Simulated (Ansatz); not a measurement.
The first iterations of a band of BrCl$_{2}$F$_{2}$HHf (7 atoms, charge 0, multiplicity 1).

Level of theory: Ansatz 0.2.0, RKS B3LYP-D4/def2-SVP.

| Property | Result |
| --- | --- |
| movable images | 4 |
| climbing image | no |
| spring | 5.0 eV/Å² |
| optimiser | quadratic models (default) |
| start path | through a guess of the saddle point |
| force threshold | 0.03 eV/Å |
| iteration limit | 60 |
| end points | relaxed |

First end point:

```xyz
7
Properties=species:S:1:pos:R:3
Hf 0.026 0.000 -0.071
F 0.238 0.000 1.836
F 1.832 0.000 -0.648
Cl -0.826 1.989 -1.014
Cl -0.826 -1.989 -1.014
Br -2.896 0.000 1.403
H -2.190 0.000 2.649
```

Last end point:

```xyz
7
Properties=species:S:1:pos:R:3
Hf -0.500 -0.001 -0.085
F -0.095 -0.006 2.195
F 1.395 0.005 0.120
Cl -0.820 1.894 -1.413
Cl -0.816 -1.898 -1.412
Br -2.779 0.005 1.262
H -1.026 0.001 2.474
```

| iteration | highest image above the first end (eV) | largest band force component (eV/Å) |
| --- | --- | --- |
| 1 | 2.208 | 3.071 |
| 2 | 0.920 | 1.993 |
| 3 | 0.531 | 0.853 |

Question: Does the band converge within its limit, and where does its top end?

Answer: It converged. It ended after 10 iterations with the highest image 0.361 eV above the first end. No image climbed, so the highest image needn't sit at the top of the path. The orbitals stay closed-shell, which can raise the energy where a bond breaks towards radicals; this wasn't checked here.

Time of the run: 2.5 min on 4 threads of Intel(R) Xeon(R) Platinum 8259CL CPU @ 2.50GHz (Skylake/Cascade Lake), with other jobs on the host, peak memory 0.45 GiB.
